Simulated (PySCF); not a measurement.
A geometry optimisation on `CSc1c(B(F)F)c1=O`.

Computed with PBE0-D3(BJ)/def2-SVP geometry optimisation, gas phase (PySCF 2.14.0). Start geometry: GFN2-xTB. A driver script takes a list of jobs; this job's settings line and coordinates (Å) are shown.

Input:
```
{"job": {"xc": "PBE0", "basis": "def2-SVP", "d3": "d3bj", "grid": 2, "kind": "geom"}, "charge": 0, "multiplicity": 1}
C      2.033995     0.509041    -0.077980
S      1.556727    -1.115033    -0.761250
C     -0.092863    -1.122573    -0.505872
C     -1.164638    -0.391274    -0.010768
B     -1.595527     0.903337     0.661018
F     -2.848834     1.216100     0.905457
F     -0.715755     1.814940     1.053276
C     -1.432285    -1.674051    -0.563565
O     -2.135983    -2.579333    -0.872514
H      1.719683     0.567470     0.958474
H      1.562777     1.294726    -0.659058
H      3.113902     0.575965    -0.153245
```

Question: Give the output.

Answer: 
```
step   0  E = -851.16406281  max force = 0.016923
step   1  E = -851.16514097  max force = 0.008284
step   2  E = -851.16533056  max force = 0.004528
step   3  E = -851.16553267  max force = 0.001557
step   4  E = -851.16557523  max force = 0.001558
step   5  E = -851.16563333  max force = 0.001519
step   6  E = -851.16565712  max force = 0.001167
step   7  E = -851.16566622  max force = 0.001166
step   8  E = -851.16567148  max force = 0.000938
step   9  E = -851.16567664  max force = 0.001261
step  10  E = -851.16567793  max force = 0.001266
step  11  E = -851.16567922  max force = 0.001381
step  12  E = -851.16568068  max force = 0.000843
step  13  E = -851.16568358  max force = 0.000363
optimisation converged
```

Energies in Eh; «max force» is the largest Cartesian gradient component in Eh/bohr.

Question: How much energy does the optimisation release, in eV?

Answer: E(step 0) − E(last step) = 0.001621 Eh, which is 0.044 eV.

Question: Give the first gradient maximum in eV/Å.

Answer: With 1 Eh/bohr = 51.422 eV/Å, 0.870 eV/Å.

Summary of the converged run: final energy -851.16568 Eh after 13 steps; dipole 4.98 D.

Question: Give the final coordinates.

Answer: 0.056 Å rms from the input after alignment:
```
atom  x, y, z in Å
C1     1.9478    0.8061   -0.1714
S2     1.5720   -0.6931   -1.1183
C3    -0.0359   -0.9756   -0.7102
C4    -1.1245   -0.5525    0.0132
B5    -1.6289    0.5089    1.0107
F6    -2.8807    0.5441    1.4059
F7    -0.8027    1.4167    1.5021
C8    -1.2817   -1.7177   -0.7856
O9    -1.9125   -2.6360   -1.2190
H10    1.8739    0.6112    0.9063
H11    1.2667    1.6192   -0.4542
H12    2.9791    1.0832   -0.4274
```

Question: Estimate the wall time. Hardware: one thread, Arm Neoverse V1 (aarch64), shared host. And the peak memory of the process?

Answer: About 2.2 min, with 0.72 GiB resident at the peak, the Python interpreter and its libraries included.
Labels such as C1 count atoms from 1, the log's own numbers from 0.
